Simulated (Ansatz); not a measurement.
`N[Si](N)([SiH3])[SiH3]` + `CCC[SiH2]O` → `O[SiH2]CC[SiH3]` + `C[Si](N)(N)[SiH3]`  (redistribution)

Gas-phase electronic energies from Ansatz, PBE0-D4/def2-TZVP geometries. CBS: MP2 limit from def2 TZ/QZ plus the TZ coupled-cluster correction, frozen cores. One conformer a species, not always the lowest.

`N[Si](N)([SiH3])[SiH3]`:

```xyz
15

N     0.494    1.021   -1.635
Si    0.204   -0.078   -0.343
N     0.942   -1.571   -0.778
Si    1.165    0.496    1.730
Si   -2.138   -0.124   -0.094
H    -0.128    1.797   -1.795
H     1.439    1.241   -1.911
H     1.237   -2.221   -0.069
H     0.664   -2.046   -1.624
H     2.596    0.889    1.577
H     1.105   -0.632    2.705
H     0.435    1.650    2.327
H    -2.715    1.249    0.006
H    -2.795   -0.811   -1.244
H    -2.504   -0.860    1.149
```

`CCC[SiH2]O`:

```xyz
15

C    -1.378   -0.717    0.875
C    -0.745    0.654    0.707
C     0.772    0.612    0.518
Si    1.375   -0.239   -1.036
O     0.638    0.360   -2.390
H    -1.224   -1.350   -0.004
H    -2.455   -0.639    1.040
H    -0.948   -1.246    1.730
H    -0.984    1.268    1.582
H    -1.201    1.168   -0.146
H     1.248    0.119    1.377
H     1.172    1.633    0.497
H     2.824    0.026   -1.219
H     1.159   -1.713   -0.952
H    -0.252    0.064   -2.579
```

`O[SiH2]CC[SiH3]`:

```xyz
15

O     0.762    0.670    2.115
Si    1.597   -0.110    0.926
C     0.928    0.225   -0.792
C    -0.405   -0.447   -1.144
Si   -1.908    0.154   -0.192
H    -0.138    0.385    2.281
H     2.987    0.398    1.025
H     1.581   -1.587    1.151
H     1.707   -0.110   -1.490
H     0.861    1.311   -0.921
H    -0.636   -0.300   -2.206
H    -0.337   -1.532   -1.004
H    -3.148   -0.447   -0.751
H    -2.017    1.636   -0.243
H    -1.834   -0.246    1.246
```

`C[Si](N)(N)[SiH3]`:

```xyz
15

C    -0.277   -1.787    0.360
Si    0.309   -0.026    0.119
N     0.782    0.516    1.684
N     1.676    0.206   -0.893
Si   -1.411    1.226   -0.897
H    -1.149   -1.834    1.018
H     0.517   -2.400    0.798
H    -0.560   -2.234   -0.597
H     1.111    1.459    1.811
H     0.293    0.186    2.500
H     1.581    0.302   -1.890
H     2.576   -0.171   -0.636
H    -2.720    0.966   -0.230
H    -1.582    0.899   -2.344
H    -1.145    2.691   -0.803
```

| species | CCSD(T)/CBS(def2) energy (Eh) |
| --- | --- |
| `N[Si](N)([SiH3])[SiH3]` | -982.71008 |
| `CCC[SiH2]O` | -484.48619 |
| `O[SiH2]CC[SiH3]` | -735.50229 |
| `C[Si](N)(N)[SiH3]` | -731.71043 |

(1) Work out ΔE.

Largest T1 diagnostic among the species: 0.013.

## Answers

(1) ΔE = (-735.50229) + (-731.71043) − (-982.71008) − (-484.48619) = -0.01645 Eh = -43.2 kJ/mol.

From PBE to PBE0 (25 % exact exchange), in def2-TZVPP and without D4, ΔE moves by −3.4 kJ/mol.
